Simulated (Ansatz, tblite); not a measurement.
Spin states of BeF₂⁻ (the lowest doublet isomer of a short search), each relaxed with PBE-D4/def2-TZVPD in Ansatz. Electronic energies in the gas phase.

The xTB rows come from tblite. B3LYP takes the VWN-RPA correlation. Correlated methods freeze 2 core orbitals. In CCSD on the charge -1 quartet the largest single amplitude is 0.34, so its Hartree–Fock determinant may place the open shell otherwise than the density functionals do. The structure comes from a short search, and lower isomers may exist.

Doublet geometry (C2v within 0.1 Å):

```xyz
3

Be   -0.232   -0.168    0.298
F     0.531    1.005    0.693
F    -0.299   -0.837   -0.991
```

Quartet geometry (C2v within 0.1 Å):

```xyz
3

Be    0.362    0.645   -0.387
F     0.256   -0.954   -0.448
F    -0.618    0.309    0.835
```

⟨S²⟩: doublet 0.75 at PBE0-D4/def2-TZVPD (pure 0.75), quartet 3.76 at PBE0-D4/def2-TZVPD (pure 3.75).

Run but left out: HF/STO-3G, HF/def2-TZVPD, HF/def2-TZVPPD, MP2/def2-TZVPD, MP2/def2-TZVPPD (quartet: a determinant that CCSD turns far, T1 0.064).

Only these spin states were relaxed.

```csv
level,quartet − doublet (kJ/mol),lowest of these,remarks
GFN1-xTB,786.9,doublet,–
PBE-D4/def2-TZVPD,648.5,doublet,"HOMO above zero (doublet), HOMO above zero (quartet)"
r2SCAN-D4/def2-TZVPD,656.0,doublet,"HOMO above zero (doublet), HOMO above zero (quartet)"
B2PLYP/def2-TZVPD,721.1,doublet,–
RPA@PBE/def2-TZVPD,665.9,doublet,–
CCSD(T)/def2-TZVPPD,736.5,doublet,"HOMO above zero (quartet), large T1 (0.064) (quartet)"
```

Problem. Estimate the rows for GFN2-xTB, LDA (SPW92)/def2-TZVPD, B3LYP-D4/def2-TZVPD, PBE0-D4/def2-TZVPD, ωB97M-V/def2-TZVPD, CCSD/def2-TZVPPD.

Solution. 
```tsv
level	quartet − doublet (kJ/mol)	lowest of these	remarks
GFN2-xTB	1142.1	doublet	–
LDA (SPW92)/def2-TZVPD	677.9	doublet	HOMO above zero (doublet), HOMO above zero (quartet)
B3LYP-D4/def2-TZVPD	691.3	doublet	HOMO above zero (doublet), HOMO above zero (quartet)
PBE0-D4/def2-TZVPD	679.8	doublet	HOMO above zero (doublet), HOMO above zero (quartet)
ωB97M-V/def2-TZVPD	728.9	doublet	HOMO above zero (quartet)
CCSD/def2-TZVPPD	744.0	doublet	HOMO above zero (quartet), large T1 (0.064) (quartet)
```

The xTB methods have no term that favours high spin, so they put low spin too low.
